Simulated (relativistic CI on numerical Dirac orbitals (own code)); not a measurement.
## Hg⁶⁴⁺: computed level list

Computed by Dirac-Coulomb-Breit CI, KLI orbitals optimised for each configuration, a model potential for QED, unscaled Slater integrals (own radial code, finite nucleus).

Configurations in the expansion (outside the closed core [Ne]): 3s²3p⁴, 3s²3p³3d, 3s3p⁵, 3p⁶, 3s3p⁴3d, 3s3p³3d², 3p⁵3d, 3s²3p²3d4p, 3s²3p³4s, 3s3p³3d4s, 3p⁵4s, 3p⁵4p, 3s²3p²3d², 3s²3p3d³, 3s3p²3d³, 3s²3p3d²4s, 3p⁴3d², 3p³3d³, 3p³3d²4s, 3s²3p²3d4s, 3s3p²3d²4s, 3s²3p3d4s². Double excitations out of closed p, d and f shells are left out; levels of such configurations are missing from the list, as are those of other unlisted configurations, and high levels can miss mixing partners.

The lowest level is 3s²3p⁴ ³P2, with 68 % of that term; Hund's rules for 3s²3p⁴ give ³P with J = 2, in agreement.

```
No.  Configuration  Term  J   E (eV)   %  Landé g      jj configuration (%)
  1         3s²3p⁴    ³P  2    0.000  68    1.325              3p3/2^2 (99)
  2         3s²3p⁴    ¹S  0   22.135  64                       3p3/2^2 (99)
  3       3s²3p³3d   ³D°  2  259.517  32    1.041          3p3/2 3d3/2 (99)
  4       3s²3p³3d   ³D°  1  269.296  34    1.090          3p3/2 3d3/2 (99)
  5       3s²3p³3d   ³P°  0  269.499  63                   3p3/2 3d3/2 (99)
  6       3s²3p³3d   ³F°  3  269.736  28    1.076          3p3/2 3d3/2 (98)
  7       3s²3p³3d   ³F°  4  379.238  51    1.244         3p3/2 3d5/2 (100)
  8       3s²3p³3d   ³D°  2  387.589  34    1.224          3p3/2 3d5/2 (98)
  9       3s²3p³3d   ³D°  3  408.266  44    1.204          3p3/2 3d5/2 (98)
 10       3s²3p³3d   ³D°  1  421.186  34    1.055          3p3/2 3d5/2 (99)
 11         3s²3p⁴    ³P  1  508.035  99    1.486        3p1/2 3p3/2^3 (99)
 12         3s²3p⁴    ¹D  2  518.475  67    1.140        3p1/2 3p3/2^3 (98)
 13      3s²3p²3d²    ³F  2  530.960  40    0.758      3p1/2^2 3d3/2^2 (99)
 14      3s²3p²3d²    ³P  0  559.297  58               3p1/2^2 3d3/2^2 (99)
 15      3s²3p²3d²    ³F  3  656.386  33    1.070  3p1/2^2 3d3/2 3d5/2 (99)
 16      3s²3p²3d²    ³P  2  668.751  23    1.165  3p1/2^2 3d3/2 3d5/2 (99)
 17      3s²3p²3d²    ¹G  4  674.399  25    1.053  3p1/2^2 3d3/2 3d5/2 (99)
 18      3s²3p²3d²    ³P  1  674.505  37    1.502  3p1/2^2 3d3/2 3d5/2 (99)
 19          3s3p⁵   ³P°  2  716.375  85    1.463           3s 3p3/2^3 (85)
 20          3s3p⁵   ¹P°  1  738.106  34    1.185           3s 3p3/2^3 (55)
 21       3s²3p³3d   ³F°  2  756.594  44    1.025  3p1/2 3p3/2^2 3d3/2 (98)
 22       3s²3p³3d   ⁵D°  0  758.275  54           3p1/2 3p3/2^2 3d3/2 (98)
 23       3s²3p³3d   ³D°  1  760.518  43    0.998  3p1/2 3p3/2^2 3d3/2 (84)
 24       3s²3p³3d   ³G°  3  765.569  35    1.062  3p1/2 3p3/2^2 3d3/2 (98)
 25       3s²3p³3d   ³G°  4  774.201  50    1.038  3p1/2 3p3/2^2 3d3/2 (99)
 26       3s²3p³3d   ³F°  2  789.504  67    0.802  3p1/2 3p3/2^2 3d3/2 (97)
 27      3s²3p²3d²    ³F  4  791.934  30    1.173      3p1/2^2 3d5/2^2 (98)
 28      3s²3p²3d²    ³P  2  802.472  21    1.200      3p1/2^2 3d5/2^2 (98)
 29       3s²3p³3d   ³D°  3  805.145  37    1.163  3p1/2 3p3/2^2 3d3/2 (98)
 30       3s²3p³3d   ³D°  2  814.088  32    1.242  3p1/2 3p3/2^2 3d3/2 (89)
```

Energies count from the lowest computed level; ° marks odd parity. Filled j subshells are mostly left out of the jj labels.

The mean weight of the leading LS term, summed over parents, in these 30 levels is 46 %, and that of the leading jj configuration (from the same eigenvectors) 96 %, so jj coupling describes them better and the LS labels are nominal.

At this charge energies of transitions that change n are usually good to better than 1 %, and those within a shell (Δn = 0) to a few per cent.

LS names give the leading component of a level, which can be under half, so a name can repeat, a term be missing and a line seem to break the LS rules.
